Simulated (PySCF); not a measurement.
# How methods differ on the ionisation energy of Hg⁺

Hg⁺ [Xe] 4f14 5d10 6s1 (2S) → Hg²⁺ [Xe] 4f14 5d10 (1S), as a difference of total energies. Computed with PySCF 2.14 in x2c-TZVPPall with one added diffuse shell each of s, p, d, f type (12s8p8d4f1g, 113 functions), with the spin-free X2C one-electron Hamiltonian (Gaussian nucleus). Correlated levels: valence: [Xe] 4f14 frozen; valence and next inner shell: [Kr] 4d10 4f14 frozen. The calculations carry no spin-orbit coupling.

```json
{"method": "UHF", "ionisation energy (eV)": "17.097"}
{"method": "LDA", "ionisation energy (eV)": "19.444"}
{"method": "PBE", "ionisation energy (eV)": "19.044"}
{"method": "PBE0", "ionisation energy (eV)": "18.712"}
{"method": "r2SCAN", "ionisation energy (eV)": "18.975"}
{"method": "BP86", "ionisation energy (eV)": "19.226"}
{"method": "M06", "ionisation energy (eV)": "18.358"}
{"method": "TPSSh", "ionisation energy (eV)": "18.669"}
{"method": "MP2 (valence)", "ionisation energy (eV)": "18.549"}
{"method": "SCS-MP2 (valence)", "ionisation energy (eV)": "18.347"}
{"method": "MP2 (valence and next inner shell)", "ionisation energy (eV)": "18.716"}
{"method": "SCS-MP2 (valence and next inner shell)", "ionisation energy (eV)": "18.457"}
```

How much does correlation contribute at MP2 (valence and next inner shell)?

18.716 − (17.097) = 1.619 eV, measured against UHF.

Errors of the correlated levels include the incompleteness of this basis and the frozen core.

For comparison: 18.757 eV (measured; NIST Atomic Spectra Database, ionization energies).
